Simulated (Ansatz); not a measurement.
Relaxation of Cl2H5NOSi (10 atoms, charge 0, multiplicity 1), to a largest force component of 0.03 eV/Å in at most 50 steps.

Level of theory: RKS B3LYP/def2-SVP in Ansatz.

```xyz
10
Properties=species:S:1:pos:R:3
Si -0.098 0.152 0.023
O -0.289 0.226 1.677
H -0.890 -0.397 2.105
Cl 1.875 0.435 -0.530
H -0.794 1.306 -0.577
Cl -0.999 -1.513 -0.839
N 1.405 -2.165 1.309
H 0.508 -2.535 1.016
H 1.966 -1.942 0.495
H 1.281 -1.315 1.884
```

Problem. Where does it end, and by what steps?

Solution. The forces met the threshold. After 9 steps the energy has fallen by 0.275 eV; H9 moved furthest, 0.46 Å.

| step | energy less start (eV) | largest force component (eV/Å) | accepted |
| --- | --- | --- | --- |
| 0 | 0.0000 | 0.832 | yes |
| 1 | -0.2068 | 0.467 | yes |
| 2 | -0.2253 | 0.545 | yes |
| 3 | -0.2628 | 0.378 | yes |
| 4 | -0.2697 | 0.312 | yes |
| 5 | -0.2710 | 0.309 | yes |
| 6 | -0.2714 | 0.305 | yes |
| 7 | -0.2655 | 0.502 | no |
| 8 | -0.2739 | 0.173 | yes |
| 9 | -0.2751 | 0.030 | yes |

```xyz
10
Properties=species:S:1:pos:R:3
Si -0.287 0.421 -0.108
O -0.365 0.364 1.538
H -0.835 -0.372 1.950
Cl 1.682 0.545 -0.705
H -0.983 1.608 -0.635
Cl -1.158 -1.287 -0.897
N 1.588 -2.480 1.532
H 0.725 -2.740 1.050
H 2.225 -2.181 0.790
H 1.373 -1.625 2.049
```

Whether the end is a true minimum wasn't checked by a vibrational analysis.

The run took 33 s on 2 threads of Arm Neoverse V1, with other jobs on the host, peak memory 0.25 GiB.
